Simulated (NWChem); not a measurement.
Molecule: CH3Cl2FSi; SMILES FC[SiH](Cl)Cl

```xyz
8

F     -2.1574    -0.0058    -0.7536
C     -1.7258    -0.0046     0.5693
Si     0.1708     0.0005     0.6382
Cl     0.8904     1.6944    -0.2967
Cl     0.8994    -1.6896    -0.2967
H     -2.1247    -0.8941     1.0764
H     -2.1294     0.8828     1.0764
H      0.6520     0.0018     2.0381
```
Atoms are numbered in this order, from 1.

Results from NWChem. The geometry was optimised at B3LYP/6-31G* (spherical d). Static field.

Problem. Predict the results for B3LYP/def2-SVPD. Quantities: isotropic polarisability (bohr³); anisotropy (bohr³).

Solution. 
| Quantity | Value |
|---|---|
| isotropic polarisability (bohr³) | 66.9 |
| anisotropy (bohr³) | 11.9 |
